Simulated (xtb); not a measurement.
H6PSi2 (SMILES [SiH3][P][SiH3]), doublet, geometry from GFN2-xTB, atoms displaced at random by about 0.02 Å a coordinate. Base run: xtb 6.7.1 with GFN2-xTB.

The xtb input:
```
$ xtb mol.xyz --gfn 2 --uhf 1 --opt --json

# file mol.xyz
9

Si     1.71792976    -0.02712913     0.41034912
P      0.01394898    -0.34750951    -0.97619568
Si    -1.72402074     0.30243091     0.38918670
H      2.89888379    -0.44095124    -0.36198352
H      1.83019225     1.38695456     0.80212248
H      1.57518500    -0.85087439     1.62709058
H     -1.78143870    -0.58699670     1.54802193
H     -2.91030211     0.19370256    -0.43987987
H     -1.54510681     1.65967091     0.81698776
```

Each row names what was changed in the base input (with any setting that the change needs).

| change | ΔE vs base (µEh) | optimiser steps |
|---|---|---|
| base | 0.0 | 8 |
| opt level = lax | 0.5 | 6 |
| opt level = vtight | 0.0 | 9 |
| alpb = benzene | -3836 | 7 |
| engine = inertial | 4.8 | - |
| opt level = extreme | 0.0 | 9 |
| opt level = sloppy | 3.9 | 4 |
| opt level = tight | 0.0 | 8 |
| alpb = ether | -5367 | 7 |
| engine = lbfgs | 1.0 | - |
